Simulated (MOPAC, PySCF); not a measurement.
[Zr(Cl)(Br)3], neutral singlet in the gas phase. 

Z-matrix (Å, degrees):
```
Zr
Cl 1 2.3376
Br 1 2.4845 2 109.49
Br 1 2.4846 2 109.60 3 120.00
Br 1 2.4847 2 109.73 3 -120.01
```
Charge 0, multiplicity 1.

All levels are single points at this geometry (TPSS-D3(BJ)/def2-SVP); Pople sets use spherical d functions. Orbital energies aren't observables, and empty levels follow the basis.

TPSSh-D3(BJ)/def2-TZVP in PySCF gives gap (eV) = 4.97.

Problem. Estimate the gap (eV) from each of these levels: B3LYP/6-311+G** (LANL2DZ on Br, Zr) in PySCF; BP86/6-31G* (LANL2DZ on Zr) in PySCF; PBE/6-31G* (LANL2DZ on Zr) in PySCF; PM6 in MOPAC; PM7 in MOPAC.

Solution. 
```csv
level,gap (eV)
"B3LYP/6-311+G** (LANL2DZ on Br, Zr) in PySCF",5.17
BP86/6-31G* (LANL2DZ on Zr) in PySCF,3.78
PBE/6-31G* (LANL2DZ on Zr) in PySCF,3.79
PM6 in MOPAC,7.42
PM7 in MOPAC,10.13
```
